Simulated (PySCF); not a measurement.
CH₃F₂Sb. Atoms are numbered in the order given.

```xyz
7

Sb    -0.0831    -0.0876     0.3663
F     -1.1367    -0.8987    -1.0722
F     -0.2810     1.7658    -0.2368
C      1.7867    -0.3574    -0.7030
H      1.6665     0.1377    -1.6860
H      1.9876    -1.4373    -0.8469
H      2.6239     0.1088    -0.1470
```
Charge 0, spin multiplicity 1.

Geometry: PBE-D3(BJ)/def2-SVP. The def2 effective core potentials stand for the cores of Sb; spin–orbit coupling is left out.

All values below come from PySCF with TDA-M06-2X/def2-SVPD.

Vertical excitations. 

Question: List the lowest excited states. (The exact figures need the calculation; the answer reports its results.)

Answer: 
```tsv
state	energy (eV)	λ (nm)	f	main pairs
S1	5.30	234	0.053	HOMO→LUMO 97 %
S2	5.84	212	0.133	HOMO→LUMO+1 92 %
S3	7.69	161	0.049	HOMO→LUMO+2 91 %
S4	7.80	159	0.591	HOMO→LUMO+3 88 %
S5	8.27	150	0.075	HOMO−1→LUMO 66 %, HOMO−2→LUMO+1 20 %
S6	8.45	147	0.124	HOMO−1→LUMO+1 89 %
S7	8.64	143	0.000	HOMO−2→LUMO 66 %, HOMO−3→LUMO 17 %
S8	8.81	141	0.025	HOMO−3→LUMO+1 41 %, HOMO−4→LUMO 17 %, HOMO−5→LUMO+1 10 %, HOMO−7→LUMO 9 %
S9	8.88	140	0.051	HOMO−3→LUMO 46 %, HOMO−5→LUMO 21 %, HOMO−2→LUMO 12 %
S10	9.12	136	0.111	HOMO−2→LUMO+1 32 %, HOMO−1→LUMO 21 %, HOMO−6→LUMO 17 %, HOMO−4→LUMO 5 %
T1	4.21	295	0	HOMO→LUMO 93 %
T2	4.45	279	0	HOMO→LUMO+1 92 %
T3	6.86	181	0	HOMO→LUMO+3 72 %
T4	7.14	174	0	HOMO−1→LUMO 87 %
```
Triplets are in the Tamm–Dancoff approximation.
